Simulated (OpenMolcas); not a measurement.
# Ho4+: effect of the active space

| Quantity | Value |
| --- | --- |
| Program | OpenMolcas |
| Method | CASSCF or its RAS form |
| Basis | ANO-RCC-VTZP |
| Scalar Hamiltonian | DKH2, point nucleus |
| Spin-orbit coupling | RASSI with atomic mean-field integrals over the reference wave functions, term energies averaged over their components |

A. 9 electrons in 7 orbitals (4f); 2S+1 = 6 odd, 21 roots; 2S+1 = 4 odd, 224 roots (208 in the spin-orbit step); 2S+1 = 2 odd, 490 roots (385 in the spin-orbit step); cost roughly 17 core-minutes
B. 9 electrons in 12 orbitals (RAS2 4f; RAS3 5d, at most 1 electron); 2S+1 = 6 odd, 21 roots; 2S+1 = 4 odd, 128 roots kept (CI in the orbitals of an earlier block); 2S+1 = 2 odd, 130 roots kept (CI in the orbitals of an earlier block); 2S+1 = 8 even, 35 roots (21 in the spin-orbit step); 2S+1 = 6 even, 122 roots kept (CI in the orbitals of an earlier block, 0 in the spin-orbit step); 2S+1 = 4 even, 97 roots kept (CI in the orbitals of an earlier block, 0 in the spin-orbit step); 2S+1 = 2 even, 7 roots kept (CI in the orbitals of an earlier block, 0 in the spin-orbit step); cost of the order of 40 core-minutes

Energies in eV above 4f9 6H* 15/2.

```csv
Level,A,B
4f9 6H* 15/2,0.0000,0.0000
4f9 6H* 13/2,0.5231,0.5276
4f9 6H* 11/2,0.8864,0.8943
4f9 6H* 9/2,1.1678,1.1788
4f9 6F* 11/2,1.3565,1.3687
4f9 6H* 7/2,1.3861,1.4033
4f9 6H* 5/2,1.5485,1.5736
4f9 6F* 9/2,1.5517,1.5617
4f9 6F* 7/2,1.8469,1.8556
4f9 6F* 5/2,2.0640,2.0706
4f9 6F* 3/2,2.1873,2.1917
4f9 6F* 1/2,2.2704,2.2692
4f9 4F* 9/2(1) [64 %],3.3142,3.3366
4f9 4I* 15/2(1) [53 %],3.3739,3.3816
4f9 4G* 11/2(1),3.6926,3.7067
4f9 4M* 21/2,3.7611,3.7540
4f9 4I* 13/2(1) [70 %],3.9376,3.9467
4f9 4M* 19/2 [67 %],3.9711,3.9657
4f9 4F* 7/2(1) [60 %],4.0365,4.0599
4f9 4M* 15/2 [55 %],4.2834,4.2832
4f9 4I* 11/2(1),4.2840,4.3359
4f9 4M* 17/2 [56 %],4.5276,4.5315
4f9 4I* 9/2(1),4.5387,4.5460
4f9 4G* 9/2(1) [58 %],4.6788,4.7153
```

The spin-orbit steps hold different terms of 4f9 (B lacks among others a 2D*, a 2F*, a 2G*, a 2H*, 2I*), which shifts levels as well.

Between A and B the level of the table that moves most is 4f9 4I* 11/2(1), by 420 cm-1 (lowest in A, highest in B).

High states are left out of the spin-orbit mixing, which shifts the levels that they would mix with. Without dynamic correlation excited terms often stand tens of per cent too high (terms of higher spin than the ground term too low), and those without a measured partner can miss by more than the paired ones. Terms from blocks run as CI alone lack orbitals of their own (holds for B). Only configurations of the active space appear. Levels that lie high or do not pair safely by name in every column are left out.

A share in square brackets marks a mixed level and gives the weight of the term that names it, the lowest over the columns. A number in round brackets counts repeated terms of one configuration in the order of the reference energies. * marks odd parity.
